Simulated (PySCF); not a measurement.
Ga(H)(Br)(NH2) (BrGaH3N), SMILES [NH2][GaH][Br].

Geometry optimised at TPSSh-D3(BJ)/def2-SVP. The values are those of a single conformer.

Level of theory: B3LYP/def2-TZVPD run with PySCF.

Gas-phase values at a fixed geometry.

```json
{
 "total_energy": "-4555.75025 hartree",
 "point_group": "Cs",
 "highest_occupied_level": "-7.48 eV",
 "lowest_empty_level": "-1.16 eV",
 "orbital_gap": "6.33 eV",
 "dipole_moment": "2.48 D",
 "quadrupole, principal values (traceless, Buckingham form, about the centre of nuclear charge)": "-1.82, -0.88, 2.70 D·Å",
 "mean_static_polarisability": "62.0 bohr³ (9.18 Å³)",
 "polarisability_principal_values": "49.0, 61.4, 75.5 bohr³"
}
```
